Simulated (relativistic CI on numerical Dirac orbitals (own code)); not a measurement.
**What each ingredient does to the levels of Tb17+**

Base calculation: Dirac-Coulomb-Breit CI, orbitals from a KLI potential per configuration, model QED, unscaled Slater integrals.

Configuration list (outside the closed core [Ar] 3d10): 4s²4p⁶4d¹⁰4f², 4s²4p⁶4d¹⁰4f5s, 4s²4p⁶4d¹⁰5s², 4s²4p⁶4d¹⁰4f5p, 4s²4p⁶4d¹⁰5s5p, 4s²4p⁶4d¹⁰5p², 4s²4p⁶4d⁹4f³, 4s²4p⁶4d¹⁰5s5d, 4s²4p⁶4d¹⁰4f5d, 4s²4p⁶4d¹⁰5p5d, 4s²4p⁶4d¹⁰5d², 4s²4p⁶4d¹⁰4f5f, 4s²4p⁶4d¹⁰4f6s, 4s²4p⁶4d⁹4f²5s, 4s²4p⁵4d¹⁰4f³, 4s²4p⁶4d¹⁰4f6p, 4s²4p⁶4d¹⁰4f5g, 4s²4p⁶4d⁹4f²5p, 4s²4p⁶4d¹⁰4f6d, 4s4p⁶4d¹⁰4f³, 4s²4p⁶4d¹⁰4f7s, 4s²4p⁶4d¹⁰4f6g, 4s²4p⁵4d¹⁰4f²5s, 4s²4p⁶4d⁹4f²5f, 4s4p⁶4d¹⁰4f5s², 4s²4p⁶4d⁹4f²6p, 4s4p⁶4d¹⁰4f5p², 4s4p⁶4d¹⁰4f5s5d. Double excitations out of closed p, d and f shells are left out; levels of such configurations are missing from the list, as are those of other unlisted configurations, and high levels can miss mixing partners.

Variants: (1) Breit term removed; (2) only the first 3 configurations. Shifts of the energy above 4s²4p⁶4d¹⁰4f² ³H4, in cm⁻¹, for the lowest level and the first level of each name with at least 55 % of one term (blank where a level changes its place among those of its configuration and J or its character, or is not in the variant):

| Level | Base | Δ(1) | Δ(2) |
| --- | --- | --- | --- |
| 4s²4p⁶4d¹⁰4f² ³H4 | 0.0 | 0.0 | 0.0 |
| 4s²4p⁶4d¹⁰4f² ³H5 | 7983.7 | +633.6 | +5.0 |
| 4s²4p⁶4d¹⁰4f² ³F2 | 12051.8 | -53.1 | +923.0 |
| 4s²4p⁶4d¹⁰4f² ³H6 | 15741.5 | +1263.7 | +17.8 |
| 4s²4p⁶4d¹⁰4f² ³F3 | 17528.9 | +437.7 | +845.8 |
| 4s²4p⁶4d¹⁰4f² ¹D2 | 42327.5 | +369.1 | +2564.2 |
| 4s²4p⁶4d¹⁰4f² ³P0 | 50284.3 | -26.8 | +3002.8 |
| 4s²4p⁶4d¹⁰4f² ¹I6 | 51825.4 | +971.9 | +1542.5 |
| 4s²4p⁶4d¹⁰4f² ³P1 | 52991.5 | +197.9 | +2995.2 |
| 4s²4p⁶4d¹⁰4f² ³P2 | 57882.5 | +856.5 | +2901.3 |
| 4s²4p⁶4d¹⁰4f² ¹S0 | 116948.9 | +324.7 | +1825.4 |
| 4s²4p⁶4d¹⁰4f5s ³F°2 | 192618.4 | -2188.1 | +12972.9 |
| 4s²4p⁶4d¹⁰4f5s ³F°3 | 194801.3 | -2093.3 | +12977.5 |
| 4s²4p⁶4d¹⁰4f5s ³F°4 | 202542.1 | -1478.3 | +12901.9 |

At this charge transitions that keep the count of f electrons are usually good to a few per cent. Terms inside the open d or f shell come out 10 to 20 % too wide with unscaled integrals. Levels that differ in their count of f electrons can be misplaced by several ten thousand cm⁻¹, since the correlation energy of f electrons is missing or only estimated; rates across such gaps can be off by orders of magnitude.

Ionisation energy from one configuration of each of the two ions, the ground ones as tabulated or assumed: base 388.85 eV. The NIST ASD value (theoretical) is 393 ± 20 eV.

LS names give the leading component of a level, which can be under half, so a name can repeat, a term be missing and a line seem to break the LS rules.
